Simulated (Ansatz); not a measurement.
An input for triplet Si4H10

Si4H10: 14 atoms, total charge 0, spin state triplet. SMILES of the parent species: `[SiH3][SiH]([SiH3])[SiH3]`. The coordinates come from a PBE0-D4/def2-TZVP relaxation. That shape belongs to the parent species and isn't relaxed for this state.

```xyz
14

Si   -1.5866    0.4498   -1.4682
Si   -0.4377   -0.0333    0.5091
Si    1.1240    1.6511    0.9411
Si    0.6600   -2.0859    0.2975
H    -2.5888   -0.6079   -1.7687
H    -2.2875    1.7581   -1.3657
H    -0.6156    0.5179   -2.5936
H    -1.4095   -0.1072    1.6393
H     2.0910    1.7223   -0.1875
H     1.8753    1.3664    2.1933
H     0.4526    2.9720    1.0755
H     1.4045   -2.4175    1.5422
H     1.6287   -2.0082   -0.8292
H    -0.3105   -3.1776    0.0150
```

Settings wanted:

```yaml
basis_set: 6-31G*
core_potential: none
task: energy
method: BCCD(T)
reference: UHF
accuracy: high
frozen_core_orbitals: 20
d_and_f_functions: spherical
```

Give an Ansatz 0.2.0 job that does this.

One that was run (others would do as well):

in.yaml:
```yaml
crystal:
  periodic: [false, false, false]
  atoms:
    - {symbol: Si, position_ang: [-1.586600, 0.449770, -1.468220]}
    - {symbol: Si, position_ang: [-0.437700, -0.033320, 0.509060]}
    - {symbol: Si, position_ang: [1.124000, 1.651140, 0.941090]}
    - {symbol: Si, position_ang: [0.660040, -2.085920, 0.297480]}
    - {symbol: H, position_ang: [-2.588800, -0.607930, -1.768740]}
    - {symbol: H, position_ang: [-2.287510, 1.758070, -1.365710]}
    - {symbol: H, position_ang: [-0.615640, 0.517850, -2.593590]}
    - {symbol: H, position_ang: [-1.409520, -0.107160, 1.639330]}
    - {symbol: H, position_ang: [2.091010, 1.722300, -0.187470]}
    - {symbol: H, position_ang: [1.875310, 1.366450, 2.193260]}
    - {symbol: H, position_ang: [0.452630, 2.971990, 1.075490]}
    - {symbol: H, position_ang: [1.404530, -2.417500, 1.542160]}
    - {symbol: H, position_ang: [1.628750, -2.008150, -0.829180]}
    - {symbol: H, position_ang: [-0.310500, -3.177580, 0.015050]}
basis:
  gaussian: {orbitals: 6-31G_st_-spherical.json}
accuracy: high
correlation: {method: bccd_t, frozen_orbitals: {H: 0, Si: 5}}
scf: {omitted_lower_state_checks: [cluster_reference, increment]}
magnetization: {spin_polarized: true, initial_magnetization: 2}
```

```bash
$ ansatz run in.yaml --threads 1 --pin off --max-ram 3480MiB --events-out events.jsonl --progress --plain --runs-dir runs
```

(Basis files named in the input come from the Basis Set Exchange and aren't shown.)

Calculated total energy: -1161.63187 Eh.
